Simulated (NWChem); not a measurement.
Everything below was run with NWChem. System: C$_{2}$H$_{7}$Si, charge 0, spin multiplicity 2, displaced from the optimised geometry. The structure started from a generated list of species. Its SCF solution wasn't tested for a lower state. Level: UBLYP/def2-SVP.

Input file:

```
start mol
memory heap 200 mb stack 900 mb global 1100 mb
geometry units angstroms nocenter noautoz
  C     -0.474491    -0.055311     1.596187
  Si     0.580250     0.151007     0.000000
  C     -0.474491    -0.055311    -1.596187
  H     -0.950541    -1.074907     1.630848
  H      0.158621     0.062218     2.515727
  H     -1.294702     0.710618     1.639874
  H      1.743634    -0.846222     0.000000
  H     -0.950541    -1.074907    -1.630848
  H      0.158621     0.062218    -2.515727
  H     -1.294702     0.710618    -1.639874
  symmetry group Cs
end
basis spherical
  * library def2-svp
end
dft
  xc becke88 lyp
  odft
  mult 2
  semidirect memsize 60000000 filesize 0
  iterations 100
  grid medium
end
task dft gradient
```

Part of the output:

```
             Northwest Computational Chemistry Package (NWChem) 7.3.0
             --------------------------------------------------------

                                NWChem Input Module
                                -------------------

 Scaling coordinates for geometry "geometry" by  1.889725989
 (inverse scale =  0.529177249)

 Turning off AUTOSYM since
 SYMMETRY directive was detected!

                             Geometry "geometry" -> ""
                             -------------------------

 Output coordinates in angstroms (scale by  1.889725989 to convert to a.u.)

  No.       Tag          Charge          X              Y              Z
 ---- ---------------- ---------- -------------- -------------- --------------
    1 C                    6.0000    -0.47449100    -0.05531100     1.59618700
    2 Si                  14.0000     0.58025000     0.15100700     0.00000000
    3 C                    6.0000    -0.47449100    -0.05531100    -1.59618700
    4 H                    1.0000    -0.95054100    -1.07490700     1.63084800
    5 H                    1.0000     0.15862100     0.06221800     2.51572700
    6 H                    1.0000    -1.29470200     0.71061800     1.63987400
    7 H                    1.0000     1.74363400    -0.84622200     0.00000000
    8 H                    1.0000    -0.95054100    -1.07490700    -1.63084800
    9 H                    1.0000     0.15862100     0.06221800    -2.51572700
   10 H                    1.0000    -1.29470200     0.71061800    -1.63987400

 Effective nuclear repulsion energy (a.u.)     102.7312799051

            Nuclear Dipole moment (a.u.)
            ----------------------------
        X                 Y               Z
 ---------------- ---------------- ----------------
    -0.0000037795     0.0000037795     0.0000000000

      Symmetry information
      --------------------

 Group name             Cs
 Group number              2
 Group order               2
 No. of unique centers     6

      Symmetry unique atoms

     1    2    4    5    6    7


 Summary of "ao basis" -> "" (spherical)
[...]
          Charge           :     0
          Spin multiplicity:     2
          Use of symmetry is: on ; symmetry adaption is: on
          Maximum number of iterations: 100
          AO basis - number of functions:    81
                     number of shells:    41
          Convergence on energy requested:  1.00D-06
          Convergence on density requested:  1.00D-05
          Convergence on gradient requested:  5.00D-04

              XC Information
              --------------
                    Becke 1988 Exchange Functional  1.000
              Lee-Yang-Parr Correlation Functional  1.000

             Grid Information
             ----------------
          Grid used for XC integration:  medium
          Radial quadrature: Mura-Knowles
          Angular quadrature: Lebedev.
          Tag              B.-S. Rad. Rad. Pts. Rad. Cut. Ang. Pts.
          ---              ---------- --------- --------- ---------
          C                   0.70       49          11.0       434
          Si                  1.10       88           8.0       590
          H                   0.35       45          12.0       434
          Grid pruning is: on
          Number of quadrature shells:   317
          Spatial weights used:  Erf1

          Convergence Information
          -----------------------
          Convergence aids based upon iterative change in
          total energy or number of iterations.
          Levelshifting, if invoked, occurs when the
          HOMO/LUMO gap drops below (HL_TOL):  1.00D-02
          DIIS, if invoked, will attempt to extrapolate
          using up to (NFOCK): 10 stored Fock matrices.

                    Damping( 0%)  Levelshifting(0.5)       DIIS
                  --------------- ------------------- ---------------
          dE  on:    start            ASAP                start
          dE off:    2 iters        100 iters           100 iters

      Screening Tolerance Information
      -------------------------------
          Density screening/tol_rho:  1.00D-10
          AO Gaussian exp screening on grid/accAOfunc:  14
          CD Gaussian exp screening on grid/accCDfunc:  20
          XC Gaussian exp screening on grid/accXCfunc:  20
          Schwarz screening/accCoul:  1.00D-08

                            NWChem DFT Gradient Module
                            --------------------------

  charge          =   0.00
  wavefunction    = open shell

  Using symmetry

                         DFT ENERGY GRADIENTS

    atom               coordinates                        gradient
                 x          y          z           x          y          z
   1 C      -0.896658  -0.104523   3.016356    0.002060   0.000433  -0.003147
   2 Si      1.096514   0.285362   0.000000   -0.000351   0.003239   0.000000
   3 C      -0.896658  -0.104523  -3.016356    0.002060   0.000433   0.003147
   4 H      -1.796262  -2.031280   3.081856   -0.003148  -0.007048  -0.000034
   5 H       0.299750   0.117575   4.754035    0.004690   0.000948   0.006750
   6 H      -2.446632   1.342873   3.098913   -0.005968   0.005760   0.000258
   7 H       3.294990  -1.599128   0.000000    0.005083  -0.003426   0.000000
   8 H      -1.796262  -2.031280  -3.081856   -0.003148  -0.007048   0.000034
   9 H       0.299750   0.117575  -4.754035    0.004690   0.000948  -0.006750
  10 H      -2.446632   1.342873  -3.098913   -0.005968   0.005760  -0.000258

                 ----------------------------------------
                 |  Time  |  1-e(secs)   |  2-e(secs)   |
                 ----------------------------------------
                 |  CPU   |       0.00   |       0.59   |
                 ----------------------------------------
                 |  WALL  |       0.00   |       0.59   |
                 ----------------------------------------

 Task  times  cpu:        3.2s     wall:        3.2s

 Total times  cpu:        3.2s     wall:        3.2s
```
